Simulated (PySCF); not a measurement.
FH5SSi2, SMILES F[SiH2]S[SiH3].

Geometry: ωB97X-D3(BJ)/def2-SVP. The structure was generated by enumeration, and PubChem lists no compound with its InChIKey, so it may never have been made. The values are those of a single conformer.

All values below come from TDA-PBE/def2-SVPD run with PySCF.

Vertical excitations. The molecule is in vacuum.

Problem. Give excitation energies, oscillator strengths and character. (The exact figures need the calculation; the answer reports its results.)

Solution. 
```
state  energy (eV)  λ (nm)      f                                                               main pairs
-----  -----------  ------  -----  -----------------------------------------------------------------------
S1            5.52     225  0.015                                                           HOMO→LUMO 98 %
S2            5.82     213  0.013                                                         HOMO→LUMO+1 98 %
S3            6.08     204  0.003                                                         HOMO→LUMO+2 99 %
S4            6.63     187  0.009                                                         HOMO→LUMO+3 92 %
S5            6.79     182  0.015                                       HOMO→LUMO+4 68 %, HOMO−1→LUMO 27 %
S6            6.84     181  0.027                                       HOMO−1→LUMO 67 %, HOMO→LUMO+4 23 %
S7            7.14     174  0.003                    HOMO→LUMO+5 54 %, HOMO−1→LUMO+1 34 %, HOMO→LUMO+6 9 %
S8            7.19     172  0.003                                     HOMO→LUMO+6 82 %, HOMO−1→LUMO+1 15 %
S9            7.21     172  0.044                    HOMO−2→LUMO 61 %, HOMO−1→LUMO+1 21 %, HOMO→LUMO+5 9 %
S10           7.25     171  0.030  HOMO→LUMO+5 30 %, HOMO−2→LUMO 27 %, HOMO−1→LUMO+1 25 %, HOMO→LUMO+6 5 %
T1            5.17     240      0                                                           HOMO→LUMO 99 %
T2            5.54     224      0                                                         HOMO→LUMO+1 99 %
T3            5.78     215      0                                                         HOMO→LUMO+2 98 %
T4            6.31     197      0                                                         HOMO→LUMO+3 97 %
```
Triplets are in the Tamm–Dancoff approximation.
